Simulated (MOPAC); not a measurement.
MOPAC input (PM6):

```
PM6 FORCE THERMO(298,298) PRECISE LET GEO-OK AUX(PRECISION=9) THREADS=1
O2Zr

Zr   -0.05204207 1    0.03607723 1   -0.05446378 1
O     1.61335443 1    0.05893699 1   -0.75347340 1
O    -1.00465708 1   -0.48090856 1    1.39050187 1
```

Output:

```
 *******************************************************************************
 **                                                                           **
 **                              MOPAC v23.2.5                                **
 **                                                                           **
 *******************************************************************************
 ** MOPAC's Digital Object Identifier: https://doi.org/10.5281/zenodo.6511958 **
 **                                                                           **
 ** Please cite the open-source release paper for use of this MOPAC version:  **
 ** J. E. Moussa and J. J. P. Stewart (2026)                                  **
 ** MOPAC: An open-source semiempirical molecular orbital program             **
 ** J. Open Source Softw., 11(119), 8025, https://doi.org/10.21105/joss.08025 **
 *******************************************************************************

                              PM6 CALCULATION RESULTS

 *******************************************************************************
 *  PM6        - The PM6 Hamiltonian to be used
 *  GEO-OK     - OVERRIDE INTERATOMIC DISTANCE AND OTHER SAFETY CHECKS
 *  LET        - OVERRIDE SOME SAFETY CHECKS
 *  PRECISE    - TIGHTER CRITERIA TO BE USED
 *  FORCE      - FORCE CALCULATION SPECIFIED
 *  AUX        - OUTPUT AUXILIARY INFORMATION
 *  THERMO     - THERMODYNAMIC QUANTITIES TO BE CALCULATED
 *******************************************************************************
PM6 FORCE THERMO(298,298) PRECISE LET GEO-OK AUX(PRECISION=9) THREADS=1
 O2Zr

   ATOM   CHEMICAL          X               Y               Z
  NUMBER   SYMBOL      (ANGSTROMS)     (ANGSTROMS)     (ANGSTROMS)

     1      Zr         -0.05204207  *   0.03607723  *  -0.05446378  *
     2       O          1.61335443  *   0.05893699  *  -0.75347340  *
     3       O         -1.00465708  *  -0.48090856  *   1.39050187  *

          CARTESIAN COORDINATES

    NO.       ATOM           X           Y           Z

     1        Zr         -0.0520      0.0361     -0.0545
     2         O          1.6134      0.0589     -0.7535
     3         O         -1.0047     -0.4809      1.3905

 General Reference for PM6:
 "Optimization of Parameters for Semiempirical Methods V: Modification of NDDO Approximations
 and Application to 70 Elements", J. J. P. Stewart, J. Mol. Mod., 13, 1173-1213 (2007)
 URL: https://link.springer.com/article/10.1007/s00894-007-0233-4

           Empirical Formula: O2 Zr  =     3 atoms

      MOLECULAR POINT GROUP   :   C2v

      RHF CALCULATION, NO. OF DOUBLY OCCUPIED LEVELS = 8

          HEAT OF FORMATION =     -87.515518 KCALS/MOLE

          CARTESIAN COORDINATE DERIVATIVES

   NUMBER  ATOM         X            Y            Z

     1      Zr     -0.001931    -0.000507     0.000000
     2       O      0.003682    -0.000359     0.000000
     3       O     -0.001751     0.000867     0.000000

 DIPOLE           X         Y         Z       TOTAL
 POINT-CHG.    -1.164    -3.488     0.000     3.677
 HYBRID        -1.091    -3.268     0.000     3.445
 SUM           -2.255    -6.755     0.000     7.122

          GRADIENT NORM =   0.00464

          MOLECULAR WEIGHT =  123.22

          ROTATIONAL CONSTANTS IN CM(-1)

          A =    2.17510433   B =    0.17946467   C =    0.16578592

           PRINCIPAL MOMENTS OF INERTIA IN UNITS OF 10**(-40)*GRAM-CM**2

          A =       12.8696   B =      155.9792   C =      168.8488

          ORIENTATION OF MOLECULE IN FORCE CALCULATION

    NO.       ATOM         X         Y         Z

     1         Zr      -0.0470   -0.1409    0.0000
     2          O       1.7593   -0.1409    0.0000
     3          O      -1.4911    0.9442   -0.0000

    FIRST DERIVATIVES WILL BE USED IN THE CALCULATION OF SECOND DERIVATIVES

    FOR POINT-GROUP C2v  THERE ARE   4 UNIQUE SYMMETRY FUNCTIONS.


(To convert to Hartree/Bohr^2, multiply by (10^(-21) x N x a0^2)/(4.184 x 627.51) =  0.0642)

           FORCE MATRIX IN MILLIDYNES/ANGSTROM

                 Zr  1       O  2       O  3
 ------------------------------------------
    Zr    1  11.324139
     O    2   6.271255   6.342498
     O    3   6.270737   0.193607   6.342498

          HEAT OF FORMATION =     -87.515518 KCALS/MOLE

          ZERO POINT ENERGY       2.801 KCAL/MOL

           NORMAL COORDINATE ANALYSIS (Total motion = 1 Angstrom)

   Root No.       1         2         3

                 1 A1      2 A1      1 B2

                 184.0     844.8     930.8

           1   -0.0432   -0.0176   -0.1353
           2   -0.1295   -0.0527    0.0452
           3    0.0000    0.0000   -0.0000
           4   -0.0541    0.4722    0.4287
           5    0.4283    0.0092    0.0000
           6   -0.0000   -0.0000   -0.0000
           7    0.3006   -0.3719    0.3427
           8    0.3099    0.2910   -0.2575
           9   -0.0000   -0.0000    0.0000

           MASS-WEIGHTED COORDINATE ANALYSIS (NORMAL COORDINATES)

   Root No.       1         2         3

                 1 A1      2 A1      1 B2

                 184.0     844.8     930.8

           1   -0.1491   -0.0616   -0.4646
           2   -0.4467   -0.1847    0.1551
           3    0.0000    0.0000   -0.0000
           4   -0.0782    0.6934    0.6165
           5    0.6189    0.0135    0.0000
           6   -0.0000   -0.0000   -0.0000
           7    0.4343   -0.5463    0.4928
           8    0.4478    0.4274   -0.3703
           9   -0.0000   -0.0000    0.0000

          DESCRIPTION OF VIBRATIONS

 VIBRATION          1    1A1         ATOM PAIR     ENERGY CONTRIBUTION    RADIAL
 FREQUENCY           184.01         Zr1 -- O 3         +50.0% ( 69.1%)      0.4%
 TRANSITION DIPOLE   4.0618         Zr1 -- O 2         +50.0% ( 69.1%)      0.4%
 TRAVEL (Ang.)       0.1982
 REDUCED MASS        9.3320
 EFFECTIVE MASS     32.8212
 FORCE CONSTANT      0.1862

 VIBRATION          2    2A1         ATOM PAIR     ENERGY CONTRIBUTION    RADIAL
 FREQUENCY           844.79         Zr1 -- O 3         +50.0% ( 70.1%)     93.6%
 TRANSITION DIPOLE   1.4875         Zr1 -- O 2         +50.0% ( 70.1%)     93.6%
 TRAVEL (Ang.)       0.1029
 REDUCED MASS        7.5359
 EFFECTIVE MASS     17.7390
 FORCE CONSTANT      3.1687

 VIBRATION          3    1B2         ATOM PAIR     ENERGY CONTRIBUTION    RADIAL
 FREQUENCY           930.79         Zr1 -- O 3         +50.0% ( 73.1%)     98.0%
 TRANSITION DIPOLE   4.6632         Zr1 -- O 2         +50.0% ( 73.1%)     98.0%
 TRAVEL (Ang.)       0.0857
 REDUCED MASS        9.8717
 EFFECTIVE MASS     28.4261
 FORCE CONSTANT      5.0390

      SYMMETRY NUMBER FOR POINT-GROUP C2v =  2

          SYSTEM IS A GROUND STATE

 O2Zr

          MOLECULE IS NOT LINEAR

          THERE ARE  3 GENUINE VIBRATIONS IN THIS SYSTEM
          THIS THERMODYNAMICS CALCULATION IS LIMITED TO
          MOLECULES WHICH HAVE NO INTERNAL ROTATIONS

                    CALCULATED THERMODYNAMIC PROPERTIES
                                          *
   TEMP. (K)   PARTITION FUNCTION   H.O.F.    ENTHALPY  HEAT CAPACITY ENTROPY
                                   KCAL/MOL   CAL/MOLE    CAL/K/MOL  CAL/K/MOL

 298.00  VIB.     0.1747D+01                   439.2520     2.8993     2.5832
         ROT.     0.1038D+05                   888.2803     2.9808    21.3586
         INT.     0.1815D+05                  1327.5323     5.8801    23.9417
         TRA.     0.1322D+28                  1480.4672     4.9680    40.3381
         TOT.                      -87.516    2807.9995    10.8481    64.2799

   *: NOTE: HEATS OF FORMATION ARE RELATIVE TO THE
            ELEMENTS IN THEIR STANDARD STATE AT 298K
              (=  Standard Enthalpy of Formation).

            Hvib:  Zero-point energy is not included.
                   frequencies of less than zero cm-1 are not included.
            Hrot = (3/2)RT
            Htra = (3/2)RT + pV = (5/2)RT

            Heat capacity is Cp, not Cv

          For more information, see: HTTP://OpenMOPAC.net/Manual/thermochemistry.html

           FORCE CONSTANT IN CARTESIAN COORDINATES (Millidynes/A)

    ATOM   CHEMICAL       X               Y               Z
   NUMBER   SYMBOL  FORCE CONSTANT  FORCE CONSTANT  FORCE CONSTANT

      1      Zr       10.236500        2.791112        0.000532
      2       O        6.340769        0.123714        0.000214
      3       O        4.051446        2.413037        0.000214

 **********************
 *                    *
 * JOB ENDED NORMALLY *
 *                    *
 **********************

 == MOPAC DONE ==
```
